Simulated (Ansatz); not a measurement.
Input for Ansatz (an electronic-structure program): R-B3LYP-D3(BJ)/def2-TZVP on H5NS (a complex).

Ansatz 0.2 input:
```yaml
crystal:
  periodic: [false, false, false]
  atoms:
    - {symbol: N, position_ang: [0.00724438, 0.16819899, 0.45167645]}
    - {symbol: H, position_ang: [-0.77305780, -0.45409219, 0.27963309]}
    - {symbol: H, position_ang: [-0.18153133, 1.04611949, -0.01668407]}
    - {symbol: H, position_ang: [0.83335583, -0.23937664, 0.03091290]}
    - {symbol: S, position_ang: [0.65151371, 0.79550433, 3.54336020]}
    - {symbol: H, position_ang: [-0.31385878, -0.01038399, 3.96309834]}
    - {symbol: H, position_ang: [0.38255677, 0.53375675, 2.24956930]}
basis:
  gaussian:
    orbitals: def2-TZVP
hamiltonian:
  xc: b3lyp
  dispersion: d3bj
relax: {f_tol: 0.004, max_steps: 120}
scf: {lower_state_search: off}
```

Program output:

```
WARN ansatz: RAYON_NUM_THREADS=2 ignored (pool sized by the plan → 2); use --threads N
Functional definition: B3LYP
these checks for a lower state are left out or cut short: stability, starts, cluster_reference, orbital_swaps, neighbouring_geometries, increment
integrals: 0.02 GiB planned
646 factors; their error is unknown
mean field: 0.23 GiB planned
mean field evaluation 1: about -12402.3093 eV, gradient 5.9e1 eV
mean field evaluation 2: about -12394.7124 eV, gradient 8.0e1 eV
mean field evaluation 4: about -12408.7426 eV, gradient 3.3e0 eV
mean field evaluation 8: about -12408.7639 eV, gradient 9.7e-2 eV
mean field evaluation 16: about -12408.7774 eV, gradient 3.0e-3 eV
mean field -12408.77742762 eV, -456.0141594937 hartree, gradient 3.1e-6 eV, S^2 0.000000; 0 other end points of the search recorded, 0 dependent functions left out
the calculation of the forces begins
reference -12408.77764919 eV, -456.0141676360 hartree; 14, 14 occupied and 84, 84 virtual orbitals, 646 factors
relax step   1: F+E_penalty+E_count = -12408.90859204 eV  Δ(F+E_penalty+E_count) = +0.000e0 eV  max|allowed force component| = 5.349e-1 eV/Å  Δτ_max = 0.0000 Å  (16 SCF iters, accepted)
these checks for a lower state are left out or cut short: stability, starts, cluster_reference, orbital_swaps, neighbouring_geometries, increment
integrals: 0.02 GiB planned
646 factors; their error is unknown
mean field: 0.23 GiB planned
mean field -12408.84037575 eV, -456.0164727945 hartree, gradient 2.9e-6 eV, S^2 0.000000; 0 other end points of the search recorded, 0 dependent functions left out
the calculation of the forces begins
reference -12408.84060223 eV, -456.0164811176 hartree; 14, 14 occupied and 84, 84 virtual orbitals, 646 factors
relax step   2: F+E_penalty+E_count = -12408.96138436 eV  Δ(F+E_penalty+E_count) = -5.279e-2 eV  max|allowed force component| = 1.258e-1 eV/Å  Δτ_max = 0.1476 Å  (18 SCF iters, accepted)
these checks for a lower state are left out or cut short: stability, starts, cluster_reference, orbital_swaps, neighbouring_geometries, increment
integrals: 0.02 GiB planned
646 factors; their error is unknown
mean field: 0.23 GiB planned
mean field evaluation 32: about -12408.8461 eV, gradient 2.7e-3 eV
mean field -12408.84612140 eV, -456.0166839434 hartree, gradient 7.3e-7 eV, S^2 0.000000; 0 other end points of the search recorded, 0 dependent functions left out
the calculation of the forces begins
reference -12408.84634937 eV, -456.0166923210 hartree; 14, 14 occupied and 84, 84 virtual orbitals, 646 factors
relax step   3: F+E_penalty+E_count = -12408.96411764 eV  Δ(F+E_penalty+E_count) = -2.733e-3 eV  max|allowed force component| = 1.110e-1 eV/Å  Δτ_max = 0.0424 Å  (20 SCF iters, accepted)
these checks for a lower state are left out or cut short: stability, starts, cluster_reference, orbital_swaps, neighbouring_geometries, increment
integrals: 0.02 GiB planned
646 factors; their error is unknown
mean field: 0.23 GiB planned
mean field -12408.84656532 eV, -456.0167002571 hartree, gradient 7.5e-7 eV, S^2 0.000000; 0 other end points of the search recorded, 0 dependent functions left out
the calculation of the forces begins
reference -12408.84679336 eV, -456.0167086375 hartree; 14, 14 occupied and 84, 84 virtual orbitals, 646 factors
relax step   4: F+E_penalty+E_count = -12408.96440659 eV  Δ(F+E_penalty+E_count) = -2.889e-4 eV  max|allowed force component| = 1.349e-2 eV/Å  Δτ_max = 0.0077 Å  (21 SCF iters, accepted)
these checks for a lower state are left out or cut short: stability, starts, cluster_reference, orbital_swaps, neighbouring_geometries, increment
integrals: 0.02 GiB planned
646 factors; their error is unknown
mean field: 0.23 GiB planned
mean field -12408.84661127 eV, -456.0167019457 hartree, gradient 1.6e-6 eV, S^2 0.000000; 0 other end points of the search recorded, 0 dependent functions left out
the calculation of the forces begins
reference -12408.84683928 eV, -456.0167103250 hartree; 14, 14 occupied and 84, 84 virtual orbitals, 646 factors
relax step   5: F+E_penalty+E_count = -12408.96444145 eV  Δ(F+E_penalty+E_count) = -3.486e-5 eV  max|allowed force component| = 4.082e-3 eV/Å  Δτ_max = 0.0025 Å  (13 SCF iters, accepted)
these checks for a lower state are left out or cut short: stability, starts, cluster_reference, orbital_swaps, neighbouring_geometries, increment
integrals: 0.02 GiB planned
646 factors; their error is unknown
mean field: 0.23 GiB planned
mean field -12408.84661333 eV, -456.0167020215 hartree, gradient 7.5e-7 eV, S^2 0.000000; 0 other end points of the search recorded, 0 dependent functions left out
the calculation of the forces begins
reference -12408.84684134 eV, -456.0167104007 hartree; 14, 14 occupied and 84, 84 virtual orbitals, 646 factors
relax step   6: F+E_penalty+E_count = -12408.96444519 eV  Δ(F+E_penalty+E_count) = -3.743e-6 eV  max|allowed force component| = 7.194e-4 eV/Å  Δτ_max = 0.0025 Å  (21 SCF iters, accepted)
Total energy: -12408.96467320 eV, -456.0210406418 hartree
Atom 0 at     0.006205     0.163519     0.325054 Å, force     0.000719     0.000572    -0.000109 eV/Å
Atom 1 at    -0.777206    -0.460707     0.170090 Å, force    -0.000160    -0.000147    -0.000381 eV/Å
Atom 2 at    -0.193028     1.031691    -0.158791 Å, force    -0.000247    -0.000101     0.000214 eV/Å
Atom 3 at     0.821132    -0.252611    -0.111106 Å, force    -0.000180    -0.000246     0.000108 eV/Å
Atom 4 at     0.666166     0.812329     3.709250 Å, force    -0.000194    -0.000123     0.000038 eV/Å
Atom 5 at    -0.305093     0.002486     4.159192 Å, force     0.000331     0.000277     0.000204 eV/Å
Atom 6 at     0.388048     0.543020     2.407878 Å, force    -0.000269    -0.000232    -0.000074 eV/Å
Dipole moment:    -0.239637    -0.220543    -0.651157 e Å
Checks for a lower state left out: stability, starts, cluster_reference, orbital_swaps, neighbouring_geometries, increment
```

The calculation finished and met its thresholds.

Cost: about 9 core-seconds (a rough figure).
